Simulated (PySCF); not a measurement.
C3H4N2O, SMILES C1=NC=NCO1. Atoms are numbered in the order given.

```xyz
10

C     -0.9151    -0.9441    -0.0202
N     -1.3820     0.2239    -0.2613
C     -0.4495     1.2628    -0.1034
N      0.8101     1.1361     0.0550
C      1.3308    -0.1957     0.0315
O      0.3454    -1.2459     0.2821
H     -1.5642    -1.8302    -0.0097
H     -0.8819     2.2719    -0.1062
H      2.0966    -0.3289     0.8094
H      1.7931    -0.4036    -0.9531
```

Geometry: B3LYP-D3(BJ)/def2-SVP. The values are those of a single conformer.

These are B3LYP/def2-TZVP (PySCF) values and carry that method's errors.

Atomic charges (e):

```tsv
atom	Mulliken	meta-Löwdin
C1	0.13	0.27
N2	-0.27	-0.35
C3	0.03	0.12
N4	-0.22	-0.30
C5	[?]	0.09
O6	[?]	-0.34
H7	[?]	0.13
H8	0.13	0.13
H9	[?]	0.13
H10	[?]	0.11
```

Some entries are withheld; supply them. (An estimate is asked for; the answer gives what the named calculation found.)


- C5, Mulliken: 0.07
- O6, Mulliken: -0.25
- H7, Mulliken: 0.14
- H9, Mulliken: 0.12
- H10, Mulliken: 0.11

Computed Mayer and Wiberg (Löwdin basis) orders of the bonds:
```
bond    Mayer  Wiberg
------  -----  ------
C1–N2    1.80    2.16
N2–C3    1.13    1.47
C3–N4    1.89    2.23
N4–C5    1.06    1.42
C1–O6    1.21    1.77
C5–O6    0.87    1.31
C1–H7    0.95    0.87
C3–H8    0.96    0.86
C5–H9    0.96    0.89
C5–H10   0.96    0.89
```
